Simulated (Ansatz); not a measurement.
System: sum formula AlOCl (charge 0, singlet). 
Geometry from a B3LYP-D3(BJ)/def2-TZVP (Ansatz, an electronic-structure program) optimisation:
```xyz
3

Al     0.0000     0.0000    -0.5886
O      0.0000     0.0000    -2.1853
Cl     0.0000     0.0000     1.4785
```

Atomisation energy built up term by term with Ansatz (kcal/mol; UHF references for open shells; valence terms freeze the core; atomic spin-orbit terms are left out). Basis-set limits of correlation are two-point, X^-3; Hartree-Fock from the larger set.

```csv
term,basis,kcal/mol
Hartree-Fock,cc-pV(Q+d)Z,130.39
CCSD correlation,"CBS(cc-pV(T+d)Z,cc-pV(Q+d)Z)",85.83
(T),"CBS(cc-pV(T+d)Z,cc-pV(Q+d)Z)",10.97
core correlation,cc-pwCVTZ,-0.27
scalar relativity (X2C),cc-pVTZ-DK against cc-pVTZ,-0.78
sum: De,,226.1
```

(T) makes 4.8 % of the CCSD(T) atomisation energy; under 5 % is typical of single-reference molecules.
